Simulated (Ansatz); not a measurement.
Calculated with Ansatz (gas phase, PBE0-D4/def2-TZVP geometries, no zero-point term in ΔE). CCSD(T)/CBS is the MP2 limit (def2-TZVPP, def2-QZVPP) plus CCSD(T) − MP2 in def2-TZVPP, frozen cores. This one scheme is used for every species. DFT in def2-TZVPP. HSE06 is defined as in plane-wave codes. For Ti outer-core shells are correlated without core-valence functions, which leaves a few kJ/mol of doubt a bond. Scalar relativity is left out up to krypton. Each species was taken in one conformer, which may not be the lowest.

Consider the ligand exchange at a Ti–N bond: `[NH2][Ti]([NH2])([NH2])[Cl]` + HCl → `[NH2][Ti]([NH2])([Cl])[Cl]` + NH₃.

```csv
level,ΔE (kJ/mol),difference from CCSD(T)/CBS
LDA (SPW92),-84.6,1.8
PBE-D4,-89.1,-2.7
revPBE-D4,-87.5,-1.1
BLYP-D4,-87.2,-0.8
r2SCAN-D4,-93.8,-7.4
B97M-V,-96.3,-9.9
r2SCAN0-D4,-93.0,-6.6
BHLYP-D4,-90.5,-4.1
PBE,-89.7,-3.3
revPBE,-91.0,-4.6
r2SCAN,-94.1,-7.7
HSE06,-91.0,-4.6
HF/def2-SVP,-87.7,-1.3
SCS-MP2/def2-TZVPP,-89.2,-2.8
SCS-MP2/def2-QZVPP,-90.4,-4.0
HF/CBS(def2),-91.6,-5.2
CCSD(T)/CBS,-86.4,0
```

Largest T1 diagnostic among the species: 0.025, so the coupled-cluster value is less sure than usual.

Leaving LDA and LC-ωPBE aside and taking each functional with its dispersion term where it has one, the values, not all of them listed here, spread over 11.8 kJ/mol, from B97M-V to CAM-B3LYP-D4. LDA lies +5.1 kJ/mol from PBE without D4.
